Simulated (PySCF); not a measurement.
Electronic structure of Te²⁺ (tellurium, charge +2) at the PBE0 level

Configuration: [Kr] 4d10 5s1 5p3, high-spin 5S determinant (an excited configuration). Computed with PySCF 2.14 in aug-cc-pVTZ-PP with one added diffuse shell each of d, f type with ECP28MDF (6s5p5d3f, 67 functions), with a scalar-relativistic core potential.

* Total energy: -266.7063 hartree
* One-electron energy: -449.1443 hartree
* Hartree (Coulomb) energy: 202.6927 hartree
* Exchange-correlation energy: -20.2547 hartree
* ⟨S²⟩: 6.0014
* ⟨L²⟩: 0.000
* Sum of ⟨r⟩: 25.16 bohr
* Sum of ⟨r²⟩: 38.92 bohr²

```
shell  electrons  mean orbital energy (hartree)  rms radius, mean of both spins (bohr)
 4s α          1                       -7.10665                                  0.819
 4s β          1                       -7.08378                                  0.819
 4p α          3                       -5.22630                                  0.881
 4p β          3                       -5.20533                                  0.881
 4d α          5                       -2.40084                                   1.04
 4d β          5                       -2.37245                                   1.04
 5s α          1                       -1.36289                                   2.08
 5p α          3                       -0.93905                                   2.43
```

Energies and moments cover only the electrons outside the core potential.
